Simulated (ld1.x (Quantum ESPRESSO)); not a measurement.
# What one change does to a pseudopotential (aluminium, PAW)

```
Element                 : Al
Generator               : ld1.x (Quantum ESPRESSO) 7.5
Type                    : PAW
Functional              : PBE
Relativity              : non-relativistic
Frozen core             : [He]
Valence charge          : 11
Reference configuration : 2s2 2p6 3s1 3p0 (charge +2)
Partial waves           : 2s (bound): rcut 1.15, rcutus 1.25 bohr; 3s (bound): rcut 1.15, rcutus 1.25 bohr; 2p (bound): rcut 1.00, rcutus 1.15 bohr; 3p (bound, empty): rcut 1.00, rcutus 1.15 bohr; 3d channel at -0.05 Ry: rcut 0.80, rcutus 1.00 bohr
Local potential         : all-electron potential smoothed inside 0.85 bohr (lloc = -2)
Core correction         : Bessel-smoothed model core inside 1.00 bohr
Augmentation charge     : PSQ, inside the norm-conserving radii
```

All-electron outer shells of the reference configuration (PBE, non-relativistic, ld1.x):

```
shell  level (eV)  outermost node (bohr)  outermost maximum (bohr)
   2s     -128.30                   0.17                      0.50
   2p      -90.28                      –                      0.43
   3s      -23.71                   0.79                      1.91
   3p      -17.21                   0.80                      2.19
```

Change: waves 2p (bound): rcut 0.70, rcutus 0.74 bohr; 3p (bound): rcut 0.70, rcutus 0.74 bohr.

Cutoffs: the cutoffs (Ry, on a coarse ladder) from which the occupation-weighted sum of valence levels, in a spherical-Bessel basis at the reference potential, stays within 10 and 1 mRy of its value at 400 Ry; they do not see the model core or the augmentation charge, which bear on the density cutoff. Errors are all-electron minus pseudo energies relative to the spin-unpolarised reference configuration.

Problem. Predict the effect on cutoff, ghosts and configuration errors.

Solution. The potential gets harder (70 Ry and 110 Ry → 160 Ry and 260 Ry); of the 7 tests that both files solve, the error grows in 3 and shrinks in 1 by more than 15 % and 0.3 meV (median size 1.4 → 1.8 meV); neither file shows a bound ghost. A smaller radius makes the pseudo-wave follow the all-electron one further in, where it bends more sharply, so more plane waves are needed.

```tsv
quantity	base	changed
cutoff, loose	70 Ry	160 Ry
cutoff, tight	110 Ry	260 Ry
loose cutoff by channel (10 mRy a level)	s 55 Ry, p 50 Ry	s 55 Ry, p 120 Ry
bound ghosts	none	none
error for 2s2 2p6 3s2 3p1, meV [ΔE -24.96 eV]	+1.4	+1.9
error for 2s2 2p6 3s2 3p0, meV [ΔE -19.19 eV]	+1.4	+1.4
error for 2s2 2p6 3s0 3p0, meV [ΔE 28.39 eV]	0.0	0.0
error for 2s2 2p6 3s2 3p1.3, meV [ΔE -25.54 eV]	+1.3	+2.0
error for 2s2 2p6 3s2 3p0.5, meV [ΔE -22.87 eV]	+1.4	+1.8
error for 2s2 2p6 3s0 3p3, meV [ΔE -14.58 eV]	-0.5	-0.1
error for 2s1 2p6 3s2 3p1, meV [ΔE 95.28 eV]	+68	+64
s: phases at 1.35 bohr within 0.05 rad from the reference energy up to (Ry; the scan ends near 5)	1.2	1.2
p: phases at 1.35 bohr within 0.05 rad from the reference energy up to (Ry; the scan ends near 5)	to the end of the scan	to the end of the scan
d: phases at 1.35 bohr within 0.05 rad from the reference energy up to (Ry; the scan ends near 5)	to the end of the scan	to the end of the scan
lowest overlap eigenvalue by channel	s 0.13, p 0.14, d 1.00	s 0.13, p 1.00, d 1.00
```
